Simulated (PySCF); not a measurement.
Which element holds O most strongly?

r²SCAN in PySCF with def2-TZVPPD on every atom (core potentials on Mo, Ru, Sb), for the lowest determinant that a PBE0 search found; no spin–orbit coupling. D0 is De less the harmonic zero-point energy.

```json
{"M": "Cu", "state (unpaired electrons)": "doublet (π ↑)", "Re (Å)": "1.715", "ωe (cm⁻¹)": "659", "D0(MO) (eV)": "3.07"}
{"M": "Sb", "state (unpaired electrons)": "doublet (π ↑)", "Re (Å)": "1.817", "ωe (cm⁻¹)": "856", "D0(MO) (eV)": "4.13"}
{"M": "P", "state (unpaired electrons)": "doublet (π ↑)", "Re (Å)": "1.482", "ωe (cm⁻¹)": "1250", "D0(MO) (eV)": "6.09"}
{"M": "C", "state (unpaired electrons)": "singlet (closed shell)", "Re (Å)": "1.127", "ωe (cm⁻¹)": "2193", "D0(MO) (eV)": "10.93"}
{"M": "Ru", "state (unpaired electrons)": "quintet (σ ↑, π ↑↑, δ ↑)", "Re (Å)": "1.693", "ωe (cm⁻¹)": "932", "D0(MO) (eV)": "5.37"}
{"M": "Mo", "state (unpaired electrons)": "quintet (σ ↑, π ↑, δ ↑↑)", "Re (Å)": "1.695", "ωe (cm⁻¹)": "953", "D0(MO) (eV)": "5.35"}
{"M": "Zn", "state (unpaired electrons)": "triplet (σ ↑, π ↑)", "Re (Å)": "1.853", "ωe (cm⁻¹)": "541", "D0(MO) (eV)": "1.69"}
```

Question: Order the elements by D0 and give the energy of SbO + P → PO + Sb.

Answer: C > P > Ru > Mo > Sb > Cu > Zn; ΔE = 4.13 − 6.09 = -1.96 eV at r²SCAN/def2-TZVPPD. Close neighbours can swap at other levels.

The metal atom is held in its measured ground configuration; semilocal functionals can put another filling of s and d lower by some tenths of an eV, and De to that atom would be smaller. Spin–orbit coupling is left out, which matters for elements this heavy, above all for dissociation energies. States were picked by a PBE0 search and need not be the measured ground states.
